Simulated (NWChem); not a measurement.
System: C$_{2}$H$_{6}$OSe; SMILES CC[Se]O

Input file for NWChem:

```
start job
memory heap 200 mb stack 900 mb global 1100 mb
geometry units angstroms noautoz
  Se    -0.390662    -0.675185    -0.034280
  C     -0.395401     1.224001    -0.587528
  C      0.394562     2.137897     0.341738
  H     -1.460697     1.484819    -0.615476
  H     -0.013417     1.259115    -1.611110
  H      1.438604     1.812899     0.400425
  H     -0.024475     2.139548     1.353303
  H      0.388375     3.168355    -0.036136
  O      1.426350    -0.969939    -0.151158
  H      1.762829    -0.818043     0.747716
end
basis spherical
  * library def2-tzvp
end
dft
  xc b3lyp
  iterations 150
  semidirect filesize 400000000
  mulliken
end
task dft energy
```

Output (shortened):

```
             Northwest Computational Chemistry Package (NWChem) 7.3.0
             --------------------------------------------------------

 C1  symmetry detected

                             Geometry "geometry" -> ""
                             -------------------------

 Output coordinates in angstroms (scale by  1.889725989 to convert to a.u.)

  No.       Tag          Charge          X              Y              Z
 ---- ---------------- ---------- -------------- -------------- --------------
    1 Se                  34.0000    -0.37094270    -0.65972153     0.07779631
    2 C                    6.0000    -0.48387178     1.22489119    -0.51253849
    3 C                    6.0000     0.36519971     2.18152504     0.31614240
    4 H                    1.0000    -1.55399719     1.45640381    -0.44256566
    5 H                    1.0000    -0.20346555     1.24572224    -1.56885440
    6 H                    1.0000     1.41899623     1.88604051     0.28017916
    7 H                    1.0000     0.04570766     2.19615786     1.36331440
    8 H                    1.0000     0.29284344     3.20212201    -0.08111966
    9 O                    8.0000     1.43411222    -0.90852111    -0.20847018
   10 H                    1.0000     1.85110185    -0.72624295     0.65010964

 Effective nuclear repulsion energy (a.u.)     273.8410232765

                                 NWChem DFT Module
                                 -----------------

 Summary of "ao basis" -> "ao basis" (spherical)
 ------------------------------------------------------------------------------
       Tag                 Description            Shells   Functions and Types
 ---------------- ------------------------------  ------  ---------------------
 Se                        def2-tzvp                16       48   6s5p4d1f
 C                         def2-tzvp                11       31   5s3p2d1f
 H                         def2-tzvp                 4        6   3s1p
 O                         def2-tzvp                11       31   5s3p2d1f

            General Information
            -------------------
          SCF calculation type: DFT
          Wavefunction type:  closed shell.
          No. of atoms     :    10
          No. of electrons :    60
           Alpha electrons :    30
            Beta electrons :    30
          Charge           :     0
          Spin multiplicity:     1
          Use of symmetry is: off; symmetry adaption is: off
          Maximum number of iterations: 150
          AO basis - number of functions:   177
                     number of shells:    73
          Convergence on energy requested:  1.00D-06
          Convergence on density requested:  1.00D-05
          Convergence on gradient requested:  5.00D-04

              XC Information
              --------------
                         B3LYP Method XC Potential
                     Hartree-Fock (Exact) Exchange  0.200
                        Slater Exchange Functional  0.800 local
                    Becke 1988 Exchange Functional  0.720 non-local
              Lee-Yang-Parr Correlation Functional  0.810
                  VWN I RPA Correlation Functional  0.190 local

             Grid Information
             ----------------
          Grid used for XC integration:  medium
          Radial quadrature: Mura-Knowles
          Angular quadrature: Lebedev.
          Tag              B.-S. Rad. Rad. Pts. Rad. Cut. Ang. Pts.
          ---              ---------- --------- --------- ---------
          Se                  1.15      112          11.0       590
          C                   0.70       49          10.0       434
          H                   0.35       45          11.0       434
          O                   0.60       49          11.0       434
          Grid pruning is: on
          Number of quadrature shells:   529
          Spatial weights used:  Erf1

      Superposition of Atomic Density Guess
      -------------------------------------

 Sum of atomic energies:       -2552.93234542

      Non-variational initial energy
      ------------------------------

 Total energy =   -2554.629379
 1-e energy   =   -4095.745202
 2-e energy   =    1267.274800
 HOMO         =      -0.243250
 LUMO         =      -0.048220

------------------------------------------------------------
EAF file 0: "./job.aoints.0" size=528482304 bytes
------------------------------------------------------------
               write      read    awrite     aread      wait
               -----      ----    ------     -----      ----
     calls:     1008         0         0         0         0
   data(b): 5.28e+08  0.00e+00  0.00e+00  0.00e+00
   time(s): 0.00e+00  0.00e+00  0.00e+00  0.00e+00  0.00e+00
rate(mb/s): 0.00e+00  0.00e+00
------------------------------------------------------------

     ---------------------------------------------
      Total Density - Mulliken Population Analysis
     ---------------------------------------------

    Atom       Charge   Shell Charges
 -----------   ------   -------------------------------------------------------
    1 Se  34    33.74   2.00  2.00  1.17  0.78  0.99  0.93  6.00  5.93  0.87  2.00  0.93  8.96  1.04  0.02  0.08  0.02
    2 C    6     6.27   0.86  1.12  0.54  0.68  0.08  1.14  1.37  0.38  0.01  0.08  0.00
    3 C    6     6.50   0.86  1.12  0.56  0.66  0.13  1.26  1.42  0.44  0.01  0.04  0.00
    4 H    1     0.83   0.24  0.44  0.13  0.02
    5 H    1     0.84   0.25  0.45  0.13  0.02
    6 H    1     0.84   0.24  0.44  0.13  0.02
    7 H    1     0.84   0.24  0.44  0.13  0.02
    8 H    1     0.84   0.24  0.44  0.13  0.02
    9 O    8     8.76   0.79  1.18  0.60  0.96  0.27  1.93  2.12  0.88  0.00  0.02  0.00
   10 H    1     0.56   0.20  0.26  0.06  0.04

   convergence    iter        energy       DeltaE   RMS-Dens  Diis-err
 ---------------- ----- ----------------- --------- --------- ---------
 d= 0,ls=0.0,diis     1  -2556.6190038546 -2.83D+03  5.44D-03  9.97D-01
 d= 0,ls=0.0,diis     2  -2556.5947887318  2.42D-02  4.21D-03  9.08D-01
 d= 0,ls=0.0,diis     3  -2556.6495443090 -5.48D-02  1.55D-03  4.15D-01
 d= 0,ls=0.0,diis     4  -2556.6871228350 -3.76D-02  2.60D-04  3.92D-03
 d= 0,ls=0.0,diis     5  -2556.6874261848 -3.03D-04  8.79D-05  7.01D-04
  Resetting Diis
 d= 0,ls=0.0,diis     6  -2556.6875017304 -7.55D-05  3.26D-05  5.56D-05
 d= 0,ls=0.0,diis     7  -2556.6875083106 -6.58D-06  2.29D-05  6.21D-06
 d= 0,ls=0.0,diis     8  -2556.6875074417  8.69D-07  1.32D-05  1.36D-05
 d= 0,ls=0.0,diis     9  -2556.6875090578 -1.62D-06  1.60D-06  2.85D-07
 d= 0,ls=0.0,diis    10  -2556.6875090858 -2.79D-08  4.42D-07  2.07D-08

         Total DFT energy =    -2556.687509085771
      One electron energy =    -4098.709008058987
           Coulomb energy =     1377.058451835646
    Exchange-Corr. energy =     -108.877976138923
 Nuclear repulsion energy =      273.841023276492

 Numeric. integr. density =       60.000034299323

                       DFT Final Molecular Orbital Analysis
                       ------------------------------------

 Vector   28  Occ=2.000000D+00  E=-3.559801D-01
              MO Center=  6.9D-01, -2.6D-01, -1.0D-01, r^2= 3.5D+00
   Bfn.  Coefficient  Atom+Function         Bfn.  Coefficient  Atom+Function
  ----- ------------  ---------------      ----- ------------  ---------------
   147      0.334596   9 O  py              150      0.277371   9 O  py
   153      0.206418   9 O  py               17      0.186879   1 Se py
    11     -0.134806   1 Se py               14      0.120331   1 Se py
    20      0.118524   1 Se py               86      0.118931   3 C  py
   136      0.114969   8 H  s                16      0.112780   1 Se px

 Vector   29  Occ=2.000000D+00  E=-2.914606D-01
              MO Center=  3.6D-01, -2.3D-01, -1.2D-01, r^2= 3.3D+00
   Bfn.  Coefficient  Atom+Function         Bfn.  Coefficient  Atom+Function
  ----- ------------  ---------------      ----- ------------  ---------------
   147      0.299958   9 O  py              150      0.245921   9 O  py
    17     -0.225782   1 Se py              153      0.213754   9 O  py
    55      0.195179   2 C  py                6      0.179316   1 Se s
    58      0.165424   2 C  py               11      0.160442   1 Se py
    14     -0.147449   1 Se py               20     -0.122066   1 Se py

 Vector   30  Occ=2.000000D+00  E=-2.260699D-01
              MO Center= -2.9D-01, -5.6D-01,  5.0D-02, r^2= 2.3D+00
   Bfn.  Coefficient  Atom+Function         Bfn.  Coefficient  Atom+Function
  ----- ------------  ---------------      ----- ------------  ---------------
    18      0.457753   1 Se pz               21      0.360102   1 Se pz
    12     -0.307714   1 Se pz               15      0.285933   1 Se pz
    84     -0.176644   3 C  s                17      0.149938   1 Se py
    53      0.110956   2 C  s               148     -0.111258   9 O  pz
    11     -0.102877   1 Se py               14      0.096620   1 Se py

 Vector   31  Occ=0.000000D+00  E=-4.562427D-02
              MO Center=  2.8D-02, -6.5D-01,  1.4D-01, r^2= 3.5D+00
   Bfn.  Coefficient  Atom+Function         Bfn.  Coefficient  Atom+Function
  ----- ------------  ---------------      ----- ------------  ---------------
    19      0.616829   1 Se px              145     -0.578948   9 O  s
    84     -0.428861   3 C  s                53      0.418255   2 C  s
    16      0.375442   1 Se px              174      0.308494  10 H  s
   152      0.257833   9 O  px                6      0.237739   1 Se s
    10     -0.229587   1 Se px               13      0.217394   1 Se px

[...]
```

Level: B3LYP/def2-TZVP. The geometry was optimised at B3LYP/6-31G* (spherical d).
